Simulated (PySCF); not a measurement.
Si(F)(H)2(OAc) (C2H5FO2Si), SMILES O=C(O[SiH2]F)C.

Geometry optimised at B3LYP-D3(BJ)/def2-SVP. Other conformers were not sampled.

Computed with PBE/def2-TZVP run with PySCF.

The molecule is in vacuum.

```json
{
  "total_energy": "-618.77274 hartree",
  "point_group": "Cs",
  "highest_occupied_level": "-6.77 eV",
  "lowest_empty_level": "-1.43 eV",
  "orbital_gap": "5.35 eV",
  "dipole_moment": "1.55 D",
  "quadrupole, principal values (traceless, Buckingham form, about the centre of nuclear charge)": "-12.19, 2.45, 9.74 D·Å",
  "mean_static_polarisability": "55.4 bohr³ (8.20 Å³)",
  "polarisability_principal_values": "45.6, 53.0, 67.5 bohr³"
}
```
